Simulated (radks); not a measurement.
Fractional charge and spin in the 5p shell of holmium: the spin-up occupation runs from 2 to 3 and the spin-down occupation from 2 to 3; the fullest corner is Ho, [Kr] 4d10 4f(up 5.5, down 5.5) 5s2 6s2 5p(up 3, down 3). All-electron calculation, scalar-relativistic Kohn-Sham, BLYP, spin-polarised, spherical densities, point nucleus. Program: a radial shooting solver on a logarithmic mesh with Libxc functionals. Energy (eV) minus the two flat planes that join the four corners (they meet along the diagonal where the two added fractions sum to one electron); zero is where a piecewise linear energy would lie.

down \ up       2     2.5       3
2           0.000  -1.510   0.000
2.5        -1.510   0.202  -1.338
3           0.000  -1.338   0.000

Corners above the fullest one (they belong to Ho+ and the next ion): (up 3, down 2) 30.801 eV, (up 2, down 3) 30.801 eV, (up 2, down 2) 73.841 eV. With half an added electron in each spin the energy lies 0.202 eV from the planes, and with half an added electron in spin up alone -1.510 eV. The planes are only a guide here: the flat-plane condition holds for ground states with one frontier orbital, while this shell lies below other occupied shells, so the corners above the fullest one are inner-hole states and not the ground states of those ions.
